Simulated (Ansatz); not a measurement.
`F[SiH](Cl)S[SiH2]Cl` + H₂ → `F[SiH2]Cl` + `S[SiH2]Cl`  (hydrogenolysis of the Si–S bond)

Gas-phase electronic energies from Ansatz, PBE0-D4/def2-TZVP geometries. CCSD(T)/CBS adds triple-zeta CCSD(T) − MP2 to the extrapolated MP2 energy (def2 sets, frozen cores). This one scheme is used for every species. Functionals use def2-TZVPP. B3LYP here is the variant with VWN-RPA as its local correlation; programs differ in this. One conformer a species, not always the lowest.

```csv
level,ΔE (eV)
B3LYP-D4,0.50
ωB97X-V,0.45
r2SCAN,0.51
MP2/def2-TZVPP,0.54
```

(1) What does CCSD(T)/CBS give? (An estimate is asked.)

Largest T1 diagnostic among the species: 0.011.

Results:

(1) The calculation gave: +0.49 eV. The listed levels differ from it by 0.01, -0.04, 0.02, 0.05 eV.

In def2-TZVPP, CCSD(T) changes the Hartree–Fock value by +0.30 eV (the triples alone add +0.07 eV) and MP2 by +0.42 eV. The D4 term adds +0.23 eV with B3LYP and +0.13 eV with PBE0; it sums over pairs of atoms, weighted by their polarisabilities, and B3LYP, whose exchange is more repulsive, gets the larger term.
